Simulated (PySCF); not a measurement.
# What each rung costs, and what it gives

Saddle point of GeH5SeF, closed shell (GeH₃F ([F][GeH3]) + H₂Se → GeH₄Se ([GeH3][SeH]) + HF; bonds formed: Ge1–Se7, F2–H6; bonds broken: Ge1–F2, H6–Se7), PBE0-D4/def2-TZVP structure:

```csv
atom,x (Å),y (Å),z (Å)
Ge1,-0.4264,0.0559,-0.8549
F2,0.3820,-1.5305,0.1407
H3,0.3613,1.3323,-1.1713
H4,-1.9167,0.2095,-0.5494
H5,-0.2456,-0.9041,-2.0488
H6,0.3979,-0.9310,1.0803
Se7,0.0438,0.6392,1.8312
H8,1.4038,1.1284,1.5722
```

Barriers are electronic and count from the start structure reached by relaxing down the imaginary mode.

PySCF 2.14 with density fitting (its default auxiliary sets; JK sets also for MP2 and CCSD(T)); basis: as named in each row; cores frozen in the correlated methods. Filled d shells of the heavier atoms are correlated. The def2 sets are not built for correlating such inner shells, so the correlated values are less sure here. B3LYP uses VWN-RPA correlation. Extrapolation: Hartree–Fock as exp(−7.88 √X), correlation as X^−2.97.

Times are rough, for one single point on 4 threads of a shared host (Arm Neoverse V1).

The estimate by CCSD(T) at an estimated basis limit (MP2 extrapolated from triple and quadruple zeta, plus CCSD(T) − MP2 in triple zeta) is 133.7 kJ/mol.

```
   method       basis  time (s)  barrier (kJ/mol)  method less estimate
       HF      STO-3G   under 1             147.3                  13.6
 B3LYP-D4       6-31G         4             114.1                 -19.6
   PBE-D4    def2-SVP         6              85.5                 -48.3
  PBE0-D4    def2-SVP         6             106.1                 -27.6
    SPW92  def2-TZVPP         9              64.4                 -69.3
      MP2  def2-QZVPP        11             127.6                  -6.1
   PBE-D4  def2-TZVPP        13              91.4                 -42.4
  PBE0-D4  def2-TZVPP        13             111.5                 -22.2
 B3LYP-D4  def2-TZVPP        13             124.7                  -9.1
 BHLYP-D4  def2-TZVPP        13             147.4                  13.6
r2SCAN-D4  def2-TZVPP        28             109.7                 -24.0
  CCSD(T)    def2-SVP        57             148.4                  14.7
  wB97M-V  def2-TZVPP       170             127.8                  -5.9
  CCSD(T)  def2-TZVPP       890             138.7                   5.0
```

All methods are single points on the PBE0-D4 structures.

T1 diagnostic: at most 0.012.

Exchanges of this kind with a chalcogen hydride build sulfide and selenide films.

Labels in which every atom is bracketed show which atoms are joined, not bond orders.
